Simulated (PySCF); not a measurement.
## Electron correlation in Cr⁺ (chromium, charge +1)

[Ar] 3d4 4p1, one real determinant (an excited configuration). Computed with PySCF 2.14 in x2c-QZVPPall, with scalar relativity by spin-free X2C-1e. Frozen: [Ar]; 5 electrons correlated.

```csv
level,correlation energy (mhartree)
CCSD,-58.91
(T),-0.93
CCSD(T),-59.84
```

Diagnostics: T1 = 0.0098, D1 = 0.0245, largest double amplitude 0.037.

Q: Is a single reference adequate?

A: Yes: T1 lies below 0.03 and no double amplitude reaches 0.07.

The basis was made for the ground configuration and has no added diffuse functions, which can raise the energy of the promoted electron.

The reference is one real determinant that mixes LS terms of this configuration.
